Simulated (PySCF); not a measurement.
Job file and geometry (Å, from GFN2-xTB) of an NMR shielding run on SMILES C#CBO[C@@H](C)CCl, C5H8BClO, PySCF 2.14.0, density-fitted response routines, GIAO PBE0/pcSseg-1 NMR shielding, non-relativistic, gas phase; density fitting, a coarse starting grid and PySCF grid level 2 are the driver's defaults:

```
$ OMP_NUM_THREADS=1 python probes_run.py task.json out

{"job": {"kind": "nmr", "xc": "PBE0", "basis": "pcSseg-1"}, "charge": 0, "multiplicity": 1}
C      3.913901    -0.434337     0.686330
C      2.783753    -0.023473     0.719550
B      1.357366     0.503189     0.772669
O      0.482858    -0.035530    -0.076870
C     -0.880012     0.294521    -0.137508
C     -1.262332     0.550602    -1.595380
C     -1.691668    -0.876118     0.420880
Cl    -1.412458    -1.053738     2.171407
H      4.903044    -0.791513     0.657097
H      1.061288     1.365123     1.528499
H     -1.082299     1.192453     0.466894
H     -0.652499     1.357511    -1.993432
H     -1.080850    -0.343417    -2.186592
H     -2.310133     0.826692    -1.672090
H     -1.378325    -1.807667    -0.050679
H     -2.759233    -0.715356     0.277813
```

**Question.** What does the program print?

**Answer.** 
```
coarse grid: 14192 points
cycle   1  E = -754.8960785352  dE =  9.426e-01  |g| = 6.447e-01  |ddm| = 3.519e+00
cycle   2  E = -754.8037618809  dE =  9.232e-02  |g| = 9.549e-01  |ddm| = 1.299e+00
cycle   3  E = -754.9777117684  dE = -1.739e-01  |g| = 1.693e-01  |ddm| = 8.147e-01
cycle   4  E = -754.9835329092  dE = -5.821e-03  |g| = 6.091e-02  |ddm| = 1.589e-01
cycle   5  E = -754.9842269640  dE = -6.941e-04  |g| = 3.311e-02  |ddm| = 6.024e-02
cycle   6  E = -754.9844881182  dE = -2.612e-04  |g| = 5.043e-03  |ddm| = 2.325e-02
cycle   7  E = -754.9844934401  dE = -5.322e-06  |g| = 1.570e-03  |ddm| = 5.179e-03
final grid: 133184 points
cycle   8  E = -755.0423546532  dE = -4.233e-05  |g| = 1.046e-02  |ddm| = 3.012e-02
cycle   9  E = -755.0423319451  dE =  2.271e-05  |g| = 1.552e-02  |ddm| = 1.555e-02
cycle  10  E = -755.0423749718  dE = -4.303e-05  |g| = 1.646e-03  |ddm| = 9.883e-03
cycle  11  E = -755.0423755132  dE = -5.414e-07  |g| = 3.246e-04  |ddm| = 1.598e-03
cycle  12  E = -755.0423755347  dE = -2.152e-08  |g| = 1.237e-04  |ddm| = 3.689e-04
cycle  13  E = -755.0423755374  dE = -2.681e-09  |g| = 6.753e-05  |ddm| = 1.314e-04
cycle  14  E = -755.0423755386  dE = -1.139e-09  |g| = 1.477e-05  |ddm| = 5.260e-05
cycle  15  E = -755.0423755386  dE = -5.070e-11  |g| = 3.818e-06  |ddm| = 1.509e-05
converged SCF energy = -755.0423755386

GIAO shielding tensors (ppm)
atom      isotropic    diamagn.    paramagn.     s11        s22        s33       span
  0 C       84.324     261.739    -177.415      8.876     22.847    221.250    212.374
  1 C       92.299     256.006    -163.707     -9.133     -4.995    291.025    300.158
  2 B       67.638     195.488    -127.850     45.895     56.297    100.722     54.828
  3 O      100.601     398.174    -297.573    -92.932     97.145    297.591    390.522
  4 C      103.168     241.549    -138.381     84.015     92.027    133.463     49.449
  5 C      163.541     246.372     -82.831    144.474    158.816    187.333     42.859
  6 C      130.271     247.032    -116.761    102.052    133.128    155.633     53.581
  7 Cl     874.501    1146.330    -271.829    705.326    838.805   1079.373    374.047
  8 H       29.343      33.464      -4.120     25.007     25.243     37.780     12.773
  9 H       26.898      29.738      -2.840     25.034     26.968     28.693      3.659
 10 H       27.523      30.464      -2.941     25.575     27.126     29.868      4.293
 11 H       30.138      29.061       1.078     26.026     28.013     36.375     10.349
 12 H       30.245      29.329       0.916     26.876     28.563     35.296      8.420
 13 H       30.675      28.620       2.056     26.275     28.459     37.292     11.017
 14 H       28.141      29.273      -1.133     23.075     27.940     33.407     10.333
 15 H       28.221      29.027      -0.806     21.625     29.207     33.832     12.207
```

Size and cost of the density-fitted run: 183 basis functions, 96 s wall time (78 s CPU) on 1 thread of an Intel Xeon, shared host; peak memory 0.82 GiB.
